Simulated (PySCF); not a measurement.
PySCF input for C2H4F2OSi, SMILES [SiH3]C(C(F)F)=O, C-PCM-PBE0/def2-SVP. Geometry: B3LYP-D3(BJ)/def2-SVP. Other conformers were not sampled.

```python
import numpy as np
from pyscf import gto, scf, dft
from pyscf.solvent import pcm

mol = gto.M(
    atom='''
    O    -0.38379439    0.54664547    1.82725334
    C    -0.09458754    0.21985112    0.70034919
    Si    1.73895183    0.35394871    0.05058919
    C    -1.17413942   -0.30833965   -0.25576275
    F    -1.18579554    0.48566362   -1.35693049
    F    -0.81989559   -1.56065829   -0.64094293
    H     2.57314996   -0.44947939    0.98335712
    H     1.88176222   -0.14008419   -1.34320895
    H     2.10882104    1.79195742    0.13863905
    H    -2.17512155   -0.32495649    0.20827956
    ''',
    basis='def2-SVP',
    charge=0,
    spin=0,
    max_memory=1600,
    verbose=3,
)
mf = dft.RKS(mol, xc='pbe0').density_fit(auxbasis='def2-universal-jkfit')
mf.grids.level = 3
mf.conv_tol = 1e-9
mf.max_cycle = 100
mf.kernel()
res = {}
for name, eps in {'water': 78.355, 'chloroform': 4.7113, '1-octanol': 9.8629}.items():
    s = mf.PCM()
    s.with_solvent.method, s.with_solvent.eps, s.with_solvent.lebedev_order = 'C-PCM', eps, 29
    s.kernel(mf.make_rdm1())
    res[name] = (s.e_tot, eps, s.dip_moment(), s.mo_energy, s.converged)
    print(f'{name}: electrostatic solvation free energy {(s.e_tot - mf.e_tot) * 627.509474:.3f} kcal/mol')
```

Log of the run:

```
converged SCF energy = -642.14173644107

WARN: PCM is an experimental feature. It is still in testing.
Features and APIs may be changed in the future.

converged SCF energy = -642.146998916732
Dipole moment(X, Y, Z, Debye):  0.27473, -0.11384, -0.56768
water: electrostatic solvation free energy -3.302 kcal/mol

WARN: PCM is an experimental feature. It is still in testing.
Features and APIs may be changed in the future.

converged SCF energy = -642.145849323056
Dipole moment(X, Y, Z, Debye):  0.27619, -0.10326, -0.53367
chloroform: electrostatic solvation free energy -2.581 kcal/mol

WARN: PCM is an experimental feature. It is still in testing.
Features and APIs may be changed in the future.

converged SCF energy = -642.146482194391
Dipole moment(X, Y, Z, Debye):  0.27537, -0.10900, -0.55210
1-octanol: electrostatic solvation free energy -2.978 kcal/mol
```

The calculation finished and met its thresholds.
